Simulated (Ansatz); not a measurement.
F2H2MoO2S (`[OH][Mo]([OH])([F])([F])=[S]`), relaxed with RKS PBE0-D4/def2-TZVP in Ansatz 0.2.0 from a PBE-D4/def2-SVP geometry. The force threshold is 0.005 eV/Å; the program also tests the step.

Charge 0, multiplicity 1. Mo: def2 effective core potential.

Start:

```xyz
8

O    -1.338   -0.722    0.277
Mo    0.308    0.232    0.160
O     0.816   -1.032   -1.123
F    -0.756    1.632    0.840
F     1.144    1.604   -0.798
S     1.523   -0.271    1.812
H    -2.031   -0.267    0.796
H     0.336   -1.176   -1.964
```

How much energy does the relaxation release, and in how many steps? (Estimate.)

Ansatz gave: 0.06 eV, in 10 steps.

Which bonds change most? (An estimate is asked.)

Ansatz gave: Mo2–S6 from 2.112 to 2.078 Å; Mo2–O3 from 1.872 to 1.848 Å; Mo2–F5 from 1.870 to 1.848 Å; O1–Mo2 from 1.906 to 1.888 Å.

Give the relaxed structure. (Best estimate.)

The calculation gave: 
```xyz
8

O    -1.306   -0.712    0.256
Mo    0.323    0.238    0.165
O     0.807   -1.000   -1.119
F    -0.752    1.601    0.860
F     1.124    1.613   -0.774
S     1.527   -0.267    1.782
H    -2.010   -0.255    0.728
H     0.286   -1.219   -1.898
```
